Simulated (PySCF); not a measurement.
Species: 2-cyanoselenophene, C5H3NSe.
Cartesian coordinates in Å at the PBE0-D3(BJ)/def2-SVP level; atoms count from 1:
```
atom  x, y, z in Å
N1     3.518    0.564   -0.422
C2     2.369    0.475   -0.275
C3     0.970    0.384   -0.095
C4     0.217   -0.763    0.022
C5    -1.174   -0.538    0.197
C6    -1.540    0.781    0.223
Se7   -0.097    1.914    0.018
H8     0.669   -1.755   -0.020
H9    -1.896   -1.350    0.304
H10   -2.546    1.182    0.346
```

Computed with core-valence-separated Tamm–Dancoff BHandHLYP/aug-pcX-1 (pcseg-1 on H, def2-SVPD on Se) in PySCF, non-relativistic, gas phase, PBE0-D3(BJ)/def2-SVP geometry. The energies are unshifted.

The lowest roots of each edge with f over 0.003 (five at most, numbered afresh; weaker and dark ones are left out), with transition dipoles (au) in the frame of the coordinates:

```
root  edge  E (eV)       f       μx       μy       μz
   1     C  282.84  0.0514   0.0110   0.0014   0.0854
   2     C  283.05  0.0598  -0.0119  -0.0015  -0.0921
   3     C  283.31  0.0521   0.0111   0.0014   0.0859
   4     C  283.78  0.0084   0.0043   0.0008   0.0345
   5     C  283.81  0.0812   0.0137   0.0019   0.1072
   6     N  396.94  0.0531  -0.0092  -0.0030  -0.0733
   7     N  396.97  0.0638   0.0053  -0.0808   0.0024
   8     N  401.51  0.0078  -0.0036  -0.0004  -0.0279
```

Task: What is the unit vector of the normal of the molecular plane, and which share of each root's |μ|² lies along it?

Result: (0.13, 0.02, 0.99), up to sign.

```csv
root,core hole on,share along it,final orbital under reflection in the plane
1,C4,1.00,odd
2,C6,1.00,odd
3,C5,1.00,odd
4,C2,1.00,odd
5,C3,1.00,odd
6,N1,1.00,odd
7,N1,0.00,even
8,N1,1.00,odd
```

The 1s orbitals of atoms in the plane are even under the reflection, so light polarised along the normal reaches odd orbitals alone (the out-of-plane π set) and light polarised in the plane even ones.

Task: For fixed molecules, how does the intensity of root 1 change when the electric field is turned 60° away from the normal of the molecular plane?

Result: Intensity goes as (E·μ)², and μ lies along that direction, so it falls to cos²60° = 0.25 of its maximum; it vanishes at 90°.

Task: Molecules are fixed in this frame and the field points along (1, 0, −1)/√2. What effective strengths 3 f cos²θ do the roots have (θ between field and μ)?

Result: root 1 (C4): 0.058, root 2 (C6): 0.067, root 3 (C5): 0.058, root 4 (C2): 0.010, root 5 (C3): 0.091, root 6 (N1): 0.060, root 7 (N1): 0.000, root 8 (N1): 0.009. Root 5 is the strongest. Averaged over all orientations cos²θ is 1/3, which gives f back.

 Relativistic effects, spin–orbit coupling among them, are left out although an element past zinc is present.
